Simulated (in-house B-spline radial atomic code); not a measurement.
How numerical settings move a run on Eu III (Eu2+), [Xe] 4f7. Computed with a B-spline radial code for spherical atoms: scalar-relativistic (X2C) BP86, spin-polarised, spherical fractional occupations, Fermi nucleus of rms radius 5.1115 fm.

Command:
```bash
python run_scf.py task.json out
```
Settings of the sound reference run:
```
Z                63
electrons        61
configuration    [Xe] 4f7
hamiltonian      x2c
method           b88,p86
spin_polarised   True
nucleus          fermi
rms_radius       5.1115
mass_number      153
atomic_mass      152.9212
speed_of_light   137.036
knot_spacing     0.22
spline_order     8
gauss_points     12
box_radius       22.22
max_iterations   70
damping          0.5
damped_steps     3
diis_vectors     10
tolerance        1e-08
start            Thomas-Fermi
```

Time taken, with all properties: 0.25 s on 1 thread of Intel(R) Xeon(R) 6975P-C, with other jobs on the host.

It converges in 11 iterations to -10844.394615 hartree, with 4f up at -17.6905 eV. The other runs change the listed settings, some to values that make no sense; their results aren't properties of the atom or ion. Radii are in bohr (the nuclear one in fm), a minus after a letter asks for a j subshell, and «unchanged» means within 1e-8 hartree. The run stops when the residual is below 10 × tolerance × max(1, Z/10), or a noise floor if that is larger, and the energy moves by less than 1e-8 × √|E| hartree; so very loose and very tight tolerances often act alike.

```tsv
changed settings	outcome
first_knot = 0.00476	converged in 11 iterations, energy -5.61e-01 hartree from the reference, 4f up level +7.5e-04 eV
first_knot = 0.0476	converged in 11 iterations, energy +1.30e+01 hartree from the reference, 4f up level -1.8e-02 eV
max_iterations = 2	not converged after 2 iterations, last residual 1.1e+00, last energy +2.70e+01 hartree from the reference
max_iterations = 60, tolerance = 0.01, start = bare nucleus	converged in 12 iterations, energy unchanged, 4f up level +3.5e-04 eV
max_iterations = 12	converged in 11 iterations, energy unchanged
max_iterations = 8	not converged after 8 iterations, last residual 1.1e-04, last energy +2.64e-07 hartree from the reference
first_knot = 0.00159	converged in 11 iterations, energy -2.64e-01 hartree from the reference, 4f up level +3.5e-04 eV
max_iterations = 5	not converged after 5 iterations, last residual 4.3e-02, last energy +3.01e-02 hartree from the reference
first_knot = 0.0159	converged in 11 iterations, energy +1.01e+00 hartree from the reference, 4f up level -1.5e-03 eV
hamiltonian = dirac, method = hf, spin_polarised = False, speed_of_light = 31.50458	stopped with error: Z/c is past the critical charge
max_iterations = 3	not converged after 3 iterations, last residual 2.0e-01, last energy +9.03e-01 hartree from the reference
first_knot = 0.000159	converged in 11 iterations, energy +1.34e-05 hartree from the reference, 4f up level +1.6e-06 eV
electrons = 69, configuration = [Xe] 4f7 7s2 7p6, max_iterations = 50	converged in 17 iterations to -10843.9198 hartree, a different physical problem (warning: 7s up has a positive eigenvalue: unbound, held by the box)
first_knot = 1.59e-05	converged in 11 iterations, energy +8.04e-06 hartree from the reference, 4f up level +4.8e-06 eV
```

(1) What happens with first_knot = 0.00476, max_iterations = 50, damped_steps = 1, tolerance = 0.01?

(2) What happens with first_knot = 1.59e-06?

(3) What happens with electrons = 62, configuration = [Kr] 4d10 4f7 5s2 5p7, max_iterations = 100?

(4) What happens with knot_spacing = 1, first_knot = 1.59e-06, max_iterations = 50, start = bare nucleus?

Answers

(1) Converged in 10 iterations, energy -5.61e-01 hartree from the reference, 4f up level +4.7e-04 eV.

(2) Converged in 10 iterations, energy +9.76e-06 hartree from the reference, 4f up level +8.9e-05 eV.

(3) Stopped with error: shell 5p holds at most 3 electrons (per spin).

(4) Converged in 12 iterations, energy +3.91e+01 hartree from the reference, 4f up level -2.6e+00 eV (the program warns: 3s up reaches the box edge; 3s down reaches the box edge).
